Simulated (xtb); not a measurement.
CHO$_{2}$, doublet, at a GFN2-xTB geometry. Base run: GFN2-xTB (xtb).

The xtb input:
```
$ xtb mol.xyz --gfn 2 --uhf 1 --json

# file mol.xyz
4

O      1.15623491    -0.01312691     0.00983414
C     -0.02457140     0.19152173     0.00045866
O     -1.11548103    -0.30452915    -0.01059486
H     -0.17860263     1.39211811     0.00333384
```

Each row names what was changed in the base input (with any setting that the change needs).

```csv
change,ΔE vs base (kcal/mol),dipole (D),G_solv (kcal/mol),SCF cycles
base,0.000,2.44,-,9
acc = 0.1,0.000,2.44,-,10
etemp = 3000,-0.468,2.37,-,9
alpb = ch2cl2,-3.62,2.63,-3.85,9
acc = 0.0001,0.000,2.44,-,14
gbsa = toluene,-2.68,2.63,-2.92,9
alpb = methanol,-3.49,2.86,-4.58,9
```

ALPB and GBSA are two models with their own fitted parameters for each solvent, which aren't always the measured dielectric constant.
